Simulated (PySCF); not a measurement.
Assignment exercise: C4H8N2O2Si

Cartesian coordinates in Å; atom numbers follow the order of the lines, from 1:
```xyz
17

C    -2.7509   -0.5759   -0.3740
C    -1.8272   -0.8864    0.8067
C    -0.6972    0.0705    0.8404
N     0.5286   -0.1358    0.4694
C     1.1213    1.0792    0.6800
O     2.3759    1.3044    0.4313
Si    3.4389    0.1908   -0.1695
N     0.2994    1.9767    1.1533
O    -0.8934    1.3212    1.2617
H    -3.1475    0.4327   -0.2893
H    -2.2081   -0.6601   -1.3121
H    -3.5803   -1.2776   -0.3863
H    -1.4176   -1.8919    0.7156
H    -2.3848   -0.8011    1.7409
H     4.6046    1.0600   -0.1982
H     3.5444   -0.9359    0.7528
H     2.9869   -0.2585   -1.4834
```

One conformer, no relativistic terms, no solvent model, one averaged value for each set of equivalent atoms. GFN2-xTB geometry; PBE0/pcSseg-1 with gauge-including orbitals; PySCF 2.14.

Referencing at the same level of theory: 13C (σref 186.93), 1H (σref 31.72) vs TMS.

Q: Assign these signals to the numbered atoms. 13C{1H} NMR (computed): δ 188.0, 177.3, 25.6, 16.1.

A: 
| δ (ppm) | atoms | environment | reason |
| --- | --- | --- | --- |
| 188.0 | C3 | substituted aromatic carbon next to the ring oxygen | – |
| 177.3 | C5 | aromatic carbon bearing oxygen | σ withdrawal by the attached heteroatom moves it downfield of the ring CH carbons |
| 25.6 | C2 | sp3 CH2 on an aromatic ring | aliphatic region, no heteroatom directly attached |
| 16.1 | C1 | methyl carbon | a saturated carbon with 1 carbon neighbour and no heteroatom attached |

Q: Assign these signals to the numbered atoms. 1H NMR (600 MHz, computed): δ 5.10 (s, 3H), 2.96 (q, 2H), 1.40 (t, 3H).

A: 
| δ (ppm) | atoms | environment | reason |
| --- | --- | --- | --- |
| 5.10 | H15/H16/H17 | hydrogen on a silicon bonded to O | – |
| 2.96 | H13/H14 | hydrogen on an sp3 CH2 on an aromatic ring | benzylic-type position, deshielded by the ring |
| 1.40 | H10/H11/H12 | hydrogen on a methyl carbon | – |

Shifts are as computed. Against solution values, carbons near 30 ppm lie about +3 ppm off and those near 130 ppm about +5 ppm. Of 1309 compounds with measured shifts, 239 miss one by over three times the rms of a fit or turn the order of signals round; such compounds aren't used in these exercises. No couplings were computed; multiplicities are counted from neighbouring protons, with m where these are inequivalent, close in shift, in a saturated or five-membered ring or joined by F or P, and br s for small geminal =CH2 splittings.
